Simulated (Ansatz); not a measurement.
Basis-set extrapolation for `CS[Si]O` (PBE0-D4/def2-TZVP geometry, frozen core, Ansatz 0.2.0). Multiplicity 1, RHF reference.

```
                      def2-TZVPP   def2-QZVPP
                 HF  -801.640661  -801.666307
    MP2 correlation    -0.694509    -0.749891
CCSD(T) correlation    -0.764586    -0.815964
```

Energies in hartree. Use E(X) = E(∞) + A·exp(−7.88·√X) for Hartree–Fock and E(X) = E(∞) + B·X^(−2.97) for correlation, with X = 3 and 4.

**Question.** What is the CCSD(T) energy at the basis-set limit?

**Answer.** HF limit: -801.666307 + (-0.025646) × 0.13774 = -801.66984. Correlation limit: -0.815964 + (-0.051378) × 0.74074 = -0.85402. Total: -802.52386 hartree, 3.23 eV below CCSD(T)/def2-TZVPP.
